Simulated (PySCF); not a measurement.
Molecule (SMILES): C(=[C])=[C] (closed-shell singlet).
Geometry (B3LYP-D3(BJ)/def2-TZVP, fixed):
```xyz
3

C      0.0000     0.0000    -1.2873
C      0.0000     0.0000     0.0000
C      0.0000     0.0000     1.2873
```
Charge 0, spin multiplicity 1.

Basis-set convergence of the mean static polarisability at HF with PySCF. All functions are spherical. Density fitting with generated auxiliary sets. No added dispersion term, no relativity. Reference: the value in d-aug-cc-pVTZ, 34.05 bohr³, itself unsure by roughly 0.1 % (its mean distance from aug-pcseg-3, aug-cc-pVQZ, aug-pcseg-2). Deviations are taken from unrounded values.

```json
[
 {"basis": "cc-pVDZ", "functions": "42", "mean static polarisability (bohr³)": "27.60"},
 {"basis": "aug-cc-pVDZ", "functions": "69", "mean static polarisability (bohr³)": "33.69"},
 {"basis": "def2-SVP", "functions": "42", "mean static polarisability (bohr³)": "27.94"},
 {"basis": "def2-SVPD", "functions": "60", "mean static polarisability (bohr³)": "33.15"},
 {"basis": "pcseg-1", "functions": "42", "mean static polarisability (bohr³)": "28.39"},
 {"basis": "aug-pcseg-1", "functions": "69", "mean static polarisability (bohr³)": "34.34"},
 {"basis": "6-311G**", "functions": "54", "mean static polarisability (bohr³)": "28.09"},
 {"basis": "6-311+G**", "functions": "66", "mean static polarisability (bohr³)": "31.03"},
 {"basis": "cc-pVTZ", "functions": "90", "mean static polarisability (bohr³)": "30.41"},
 {"basis": "aug-cc-pVTZ", "functions": "138", "mean static polarisability (bohr³)": "34.04"},
 {"basis": "pcseg-2", "functions": "90", "mean static polarisability (bohr³)": "31.20"},
 {"basis": "aug-pcseg-2", "functions": "138", "mean static polarisability (bohr³)": "33.97"},
 {"basis": "def2-TZVPP", "functions": "93", "mean static polarisability (bohr³)": "31.75"},
 {"basis": "def2-TZVPPD", "functions": "111", "mean static polarisability (bohr³)": "33.91"},
 {"basis": "cc-pVQZ", "functions": "165", "mean static polarisability (bohr³)": "32.37"},
 {"basis": "aug-cc-pVQZ", "functions": "240", "mean static polarisability (bohr³)": "34.06"},
 {"basis": "def2-QZVPP", "functions": "171", "mean static polarisability (bohr³)": "32.63"},
 {"basis": "def2-QZVPPD", "functions": "189", "mean static polarisability (bohr³)": "34.02"},
 {"basis": "pcseg-3", "functions": "180", "mean static polarisability (bohr³)": "33.02"},
 {"basis": "aug-pcseg-3", "functions": "255", "mean static polarisability (bohr³)": "34.04"}
]
```

What the diffuse functions change, pair by pair:
- cc-pVDZ to aug-cc-pVDZ: 27 more functions, deviation -18.9 to -1.0 %
- def2-SVP to def2-SVPD: 18 more functions, deviation -17.9 to -2.6 %
- pcseg-1 to aug-pcseg-1: 27 more functions, deviation -16.6 to 0.9 %
- 6-311G** to 6-311+G**: 12 more functions, deviation -17.5 to -8.9 %
- cc-pVTZ to aug-cc-pVTZ: 48 more functions, deviation -10.7 to 0.0 %
- pcseg-2 to aug-pcseg-2: 48 more functions, deviation -8.4 to -0.2 %
- def2-TZVPP to def2-TZVPPD: 18 more functions, deviation -6.8 to -0.4 %
- cc-pVQZ to aug-cc-pVQZ: 75 more functions, deviation -4.9 to 0.0 %
- def2-QZVPP to def2-QZVPPD: 18 more functions, deviation -4.2 to -0.1 %
- pcseg-3 to aug-pcseg-3: 75 more functions, deviation -3.0 to 0.0 %

They bring the value nearer the reference by more than 0.1 % in 10 of 10 pairs.
